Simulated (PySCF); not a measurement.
Deuteron quadrupole couplings in `CO[SiH2]C=C(F)F`

C3H6F2OSi.
Z-matrix (Å and degrees, GFN2-xTB geometry), rows numbered from 1:
```
C 
O   1  1.3945
Si  2  1.6182  1  128.64
C   3  1.8751  2   99.82  1   179.95
C   4  1.3099  3  120.97  2  -179.95
F   5  1.3318  4  125.39  3    -0.00
F   5  1.3336  4  126.25  3  -179.98
H   1  1.0904  2  108.07  3  -179.92
H   1  1.0921  2  110.83  3   -60.19
H   1  1.0921  2  110.79  3    60.31
H   3  1.4661  2  112.23  1    61.66
H   3  1.4662  2  112.20  1   -61.74
H   4  1.0764  3  121.76  2     0.07
```

Level: PBE0/pcSseg-1 (PySCF, non-relativistic); Q(2H) = 0.00286 b; rigid geometry, the same for H and D, with no vibrational averaging.

Problem. Rank these positions by the coupling χzz of a deuteron there, largest first.
A. H9 (methyl hydrogen)
B. H12 (Si–H hydrogen)
C. H13 (vinylic hydrogen)

Solution. C (229 kHz), A (200 kHz), B (105 kHz).

Problem. What are Vzz, η and χzz (234.96 MHz × Q × Vzz) at all hydrogens?

Solution. 
| atom | bonded to | bond length (Å) | Vzz (au) | η | χzz (kHz) |
| --- | --- | --- | --- | --- | --- |
| H8 | C1 | 1.090 | 0.3014 | 0.07 | 203 |
| H9 | C1 | 1.092 | 0.2974 | 0.08 | 200 |
| H10 | C1 | 1.092 | 0.2975 | 0.08 | 200 |
| H11 | Si3 | 1.466 | 0.1565 | 0.04 | 105 |
| H12 | Si3 | 1.466 | 0.1565 | 0.04 | 105 |
| H13 | C4 | 1.076 | 0.3414 | 0.06 | 229 |

Problem. Average by the element that carries the hydrogen.

Solution. on C: 208 kHz over 4 positions, mean bond length 1.088 Å; on Si: 105 kHz over 2 positions, mean bond length 1.466 Å.

Problem. A static deuteron (I = 1) shows a doublet split by (3/2)χ, (3/4)χ(1 + η) and (3/4)χ(1 − η) with the field along z, y and x of the gradient. What are these for H8?

Solution. With |χ| = 202.5 kHz and η = 0.068: 304, 162 and 142 kHz, to first order and without motion.

One conformer (not necessarily the lowest) at the GFN2-xTB geometry, without solvent, vibrations or thermal averaging. GFN2-xTB bond lengths can be off by several hundredths of an ångström, more for odd bonds, and the gradients follow them. The small basis limits the accuracy of the gradients.
